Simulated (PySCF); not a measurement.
Ga(F)(Br)(OH) (BrFGaHO), SMILES [OH][Ga]([F])[Br]. Atoms are numbered in the order given.

```xyz
5

Ga    -0.0068     0.7322     0.0000
F     -1.5373     1.5715     0.0000
Br     0.0280    -1.5157     0.0000
O      1.4705     1.6952     0.0000
H      1.3008     2.6446     0.0000
```
Charge 0, spin multiplicity 1.

The structure is a stationary point at PBE0-D3(BJ)/def2-SVP. The structure was generated by enumeration; whether it is a known compound was not checked. The values are those of a single conformer.

Two levels are set side by side: PBE/pcSseg-1 (PySCF) and PBE0/pcSseg-1 (PySCF). GIAO shifts against CFCl3 (¹⁹F), H2O (¹⁷O), TMS (¹H) at the same level; non-relativistic, no solvent, atoms listed together averaged. Without spin–orbit terms, shifts of atoms bonded to Cl or Br come out too high at both levels. Differences are taken from unrounded values.

| quantity | PBE |
|---|---|
| δ(¹⁹F) of F2 (ppm) | -137.3 |
| δ(¹⁷O) of O4 (ppm) | 83.6 |
| δ(¹H) of H5 (ppm) | 2.85 |

Question: These are the PBE values. What does PBE0 give? (An estimate is asked for; the answer gives what the named calculation found.)

Answer: 
```
quantity              PBE0  PBE minus PBE0
------------------  ------  --------------
δ(¹⁹F) of F2 (ppm)  -145.6             8.3
δ(¹⁷O) of O4 (ppm)    61.3            22.3
δ(¹H) of H5 (ppm)     2.61            0.24
```

Rough cost on one machine, each run with all the roots and properties that it gave: PBE0 against PBE within a factor of 2.
